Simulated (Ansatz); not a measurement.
The same path of Cl$_{3}$FH$_{3}$HfN (9 atoms, charge 0, multiplicity 1) was run 3 times with different band settings.

These are results of RKS PBE-D4/def2-SVP in Ansatz, not measurements.

Relaxed end points:

```xyz
9
Properties=species:S:1:pos:R:3
Hf 0.080 -0.084 0.149
Cl -0.274 0.431 2.444
Cl 2.222 0.364 -0.782
F -0.853 1.406 -0.606
Cl -1.227 -1.818 -0.823
N 1.280 -2.000 1.114
H 0.875 -2.899 0.815
H 2.272 -2.013 0.838
H 1.257 -1.991 2.144
```

```xyz
9
Properties=species:S:1:pos:R:3
Hf 0.080 -0.084 0.149
Cl -0.008 0.576 2.430
Cl 2.139 0.187 -1.008
F -0.857 1.405 -0.605
Cl -1.388 -1.808 -0.573
N 1.272 -1.988 1.109
H 1.541 -2.684 0.398
H 2.143 -1.712 1.586
H 0.709 -2.495 1.808
```

Common settings: spring 5.0 eV/Å²; optimiser quadratic models (default); start path through a guess of the saddle point; iteration limit 60; end points relaxed.

| run | movable images | climbing image | force threshold |
| --- | --- | --- | --- |
| 1 | 5 | yes | 0.05 eV/Å |
| 2 | 5 | yes | 0.2 eV/Å |
| 3 | 6 | no | 0.05 eV/Å |

What does each run give, and how far can it be trusted?

Run 1: converged after 11 iterations, highest image 0.000 eV above the first end. The top lies less than 8 meV above the higher end, about what the thresholds resolve: that end is a shoulder or a very shallow well. A vibrational analysis at the climbing image gives one clearly imaginary mode, 76i cm⁻¹: a first-order saddle point.
Run 2: converged after 12 iterations, highest image 0.000 eV above the first end. The highest image is an end point: on this band no image between the ends rises above it.
Run 3: converged after 10 iterations, highest image 0.000 eV above the first end. The highest image is an end point: on this band no image between the ends rises above it.
